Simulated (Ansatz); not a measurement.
Isolated molecules relaxed with PBE0-D4/def2-TZVP in Ansatz; ΔE leaves out vibrations. CCSD(T)/CBS adds triple-zeta CCSD(T) − MP2 to the extrapolated MP2 energy (def2 sets, frozen cores). This one scheme is used for every species. Functionals use def2-TZVPP. B3LYP here is the variant with VWN-RPA as its local correlation; programs differ in this. Each species was taken in one conformer, which may not be the lowest.

Consider the silylene formation by 1,1-elimination: `CO[Si](C)(O)F` → dimethyl ether + `O[Si]F`.

CCSD(T)/CBS gives +84.4 kcal/mol.

(1) Another level gave +82.7 kcal/mol. Which?
A. CCSD(T)/def2-TZVPP
B. B3LYP/def2-TZVPP
C. r2SCAN-D4/def2-TZVPP
D. ωB97X-V/def2-TZVPP

Largest T1 diagnostic among the species: 0.015.

Results:

(1) A. CCSD(T)/def2-TZVPP 82.7, ωB97X-V 84.0, r2SCAN-D4 87.4, B3LYP 76.3 kcal/mol.

From PBE to PBE0 (25 % exact exchange), in def2-TZVPP and without D4, ΔE moves by +6.2 kcal/mol. The D4 term adds +4.2 kcal/mol with B3LYP and +2.3 kcal/mol with PBE0; it sums over pairs of atoms, weighted by their polarisabilities, and B3LYP, whose exchange is more repulsive, gets the larger term.
